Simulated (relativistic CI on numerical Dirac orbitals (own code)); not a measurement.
One change at a time: Yb²³⁺

Base calculation: Dirac-Coulomb-Breit CI, KLI orbitals optimised for each configuration, model QED, unscaled Slater integrals.

Configuration list (outside the closed core [Ar] 3d10): 4s²4p⁶4d¹⁰4f, 4s²4p⁶4d¹⁰5s, 4s²4p⁶4d⁹4f², 4s²4p⁶4d¹⁰5p, 4s²4p⁶4d¹⁰5d, 4s²4p⁵4d¹⁰4f², 4s²4p⁶4d⁹5s², 4s²4p⁶4d⁹4f5s, 4s²4p⁶4d¹⁰5f, 4s4p⁶4d¹⁰4f², 4s²4p⁶4d⁹5s5p, 4s²4p⁶4d¹⁰6s, 4s²4p⁶4d⁹4f5p, 4s²4p⁴4d¹⁰4f³, 4s²4p⁶4d¹⁰5g, 4s²4p⁶4d¹⁰6p. Levels of other configurations are missing.

The lowest level and the first level of each name with at least 55 % of one term (blank where a level has no safe partner in the second run):

| Level | Base (cm⁻¹) | Shift (cm⁻¹) |
| --- | --- | --- |
| 4s²4p⁶4d¹⁰4f ²F°5/2 | 0 | 0 |
| 4s²4p⁶4d¹⁰4f ²F°7/2 | 19143 | -82 |
| 4s²4p⁶4d¹⁰5s ²S1/2 | 705075 | +385 |
| 4s²4p⁶4d¹⁰5p ²P°1/2 | 1015056 | +686 |
| 4s²4p⁶4d¹⁰5p ²P°3/2 | 1168830 | +1038 |
| 4s²4p⁶4d⁹4f² ⁴F3/2 | 1373356 | -688 |
| 4s²4p⁶4d⁹4f² ⁴F5/2 | 1377608 | -672 |
| 4s²4p⁶4d⁹4f² ⁴F7/2 | 1388103 | -704 |
| 4s²4p⁶4d⁹4f² ⁴F9/2 | 1402671 | -743 |
| 4s²4p⁶4d⁹4f² ⁴K15/2 | 1420747 | -674 |
| 4s²4p⁶4d⁹4f² ⁴D3/2 | 1423860 | -572 |
| 4s²4p⁶4d⁹4f² ⁴K17/2 | 1426650 | -745 |
| 4s²4p⁶4d⁹4f² ⁴D1/2 | 1433512 | -595 |
| 4s²4p⁶4d⁹4f² ⁴H13/2 | 1434418 | -635 |
| 4s²4p⁶4d⁹4f² ²D3/2 | 1452294 | -580 |
| 4s²4p⁶4d⁹4f² ⁴P1/2 | 1457769 | -497 |
| 4s²4p⁶4d⁹4f² ²I13/2 | 1458704 | -648 |
| 4s²4p⁶4d⁹4f² ⁴I15/2 | 1462679 | -667 |
| 4s²4p⁶4d⁹4f² ²L17/2 | 1463694 | -482 |
| 4s²4p⁶4d⁹4f² ²H11/2 | 1468780 | -623 |
| 4s²4p⁶4d⁹4f² ²G9/2 | 1469800 | -546 |

At this charge transitions that keep the count of f electrons are usually good to a few per cent. Terms inside the open d or f shell come out 10 to 20 % too wide with unscaled integrals. Levels that differ in their count of f electrons can be misplaced by several ten thousand cm⁻¹, since the correlation energy of f electrons is missing or only estimated; rates across such gaps can be off by orders of magnitude.

Problem. One thing was changed in a second run, which moved the levels as shown. Which?
A. valence Slater integrals scaled by 0.9
B. QED terms removed
C. configuration mixing switched off
D. Breit term removed
E. one mean potential for all configurations

Solution. E. One mean potential for all configurations. One potential for all configurations removes the relaxation of the orbitals, which moves whole configurations and changes the integrals a little.

LS names give the leading component of a level, which can be under half, so a name can repeat, a term be missing and a line seem to break the LS rules.
